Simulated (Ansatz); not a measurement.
Reaction (redistribution): `FC(F)(F)C1=CC(C(F)(F)F)=[O+][Zn-]([Cl])[O]1` + `[OH][Zn][O][SiH3]` → `[SiH3][O][Zn][Cl]` + `[OH][Zn-]1[O]C(C(F)(F)F)=CC(C(F)(F)F)=[O+]1`

Isolated molecules relaxed with PBE0-D4/def2-TZVP in Ansatz; ΔE leaves out vibrations. CBS: MP2 limit from def2 TZ/QZ plus the TZ coupled-cluster correction, frozen cores. DFT in def2-TZVPP. HSE06 is defined as in plane-wave codes. For Zn outer-core shells are correlated without core-valence functions, which leaves a few kJ/mol of doubt a bond. Scalar relativity is left out up to krypton. One conformer a species, not always the lowest.

Q: Is it downhill or uphill in electronic energy at CCSD(T)/CBS, and by how much? (An estimate is asked.)

A: Ansatz gave: Uphill: ΔE = +6.7 kJ/mol.

Q: What do these levels give: BLYP-D4, BLYP, HSE06, BHLYP, HF/def2-TZVPP, SCS-MP2/def2-TZVPP? (Estimate.)

A: Ansatz gave: BLYP-D4 7.3, BLYP 6.4, HSE06 7.4, BHLYP 7.3, HF/def2-TZVPP 6.5, SCS-MP2/def2-TZVPP 7.9 kJ/mol.

Largest T1 diagnostic among the species: 0.016.

Leaving LDA and LC-ωPBE aside and taking each functional with its dispersion term where it has one, the values, not all of them listed here, spread over 1.9 kJ/mol, from BLYP-D4 to B97M-V.
